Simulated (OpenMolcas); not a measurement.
## Potential curves of TaC: spin-free states

Computed with OpenMolcas 26.06: state-averaged CASSCF(7,9) over Ta 6s 5d, C 2p, XMS-CASPT2 (IPEA 0.25, imaginary shift 0.2 hartree), scalar X2C, ANO-RCC-VDZP, then RASSI spin–orbit state interaction with atomic mean-field integrals. C2 symmetry about the axis (a holds Σ, Δ, Γ; b holds Π, Φ, H; Σ⁺ and Σ⁻ are not told apart); roots by multiplicity and irrep: 2a 6, 4a 2, 4b 8, 2b 8.

XMS-CASPT2 energies in eV from the lowest point. Curves are followed by energy order within each symmetry, so they are adiabatic and may change character at avoided crossings; Σ⁺ and Σ⁻ are counted together.

```csv
R (Å),(1)2Σ,(2)2Σ,(1)2Δ,(1)4Π,(1)4Φ,(1)2Φ,(2)2Π
1.558,0.938,1.951,2.029,3.267,3.341,3.695,4.022
1.627,0.331,1.081,1.395,2.236,2.309,2.656,2.979
1.679,0.094,0.694,1.108,1.721,1.794,2.127,2.447
1.731,0.000,0.497,0.925,1.377,1.451,1.774,2.089
1.792,0.026,0.458,0.823,1.142,1.223,1.528,1.833
1.939,0.478,0.924,0.960,1.083,1.167,1.432,1.712
2.337,2.413,2.914,2.432,2.375,2.440,2.596,2.712
```

Left out for impure symmetry, kinks or missing points, though low: (1)4Δ, (2)2Δ, (1)2Π, (2)2Φ, (2)4Π, (2)4Φ. Only roots inside an energy window near the equilibrium distance were included, so the list of states is not complete; labels number the states computed. Each spin and symmetry block has orbitals of its own, averaged over its own roots, so gaps between blocks are less sure than gaps within one and near the minimum can be off by tenths of an eV, in bad cases by more. No Rydberg orbitals are active, so Rydberg states, and σ→σ* states whose orbital the CASSCF left unused, can be missing between those listed. CASPT2 splits the two components of degenerate states numerically, here by up to 3 cm⁻¹. For d and f metals this valence active space lacks a second d shell: the order of states is not reliable within half an eV or more, and the lowest computed state need not be the true ground state. The CASPT2 reference weights are uneven, so some states carry less reliable energies. Points that failed a check (symmetry, reference weights, a jump) are left out.
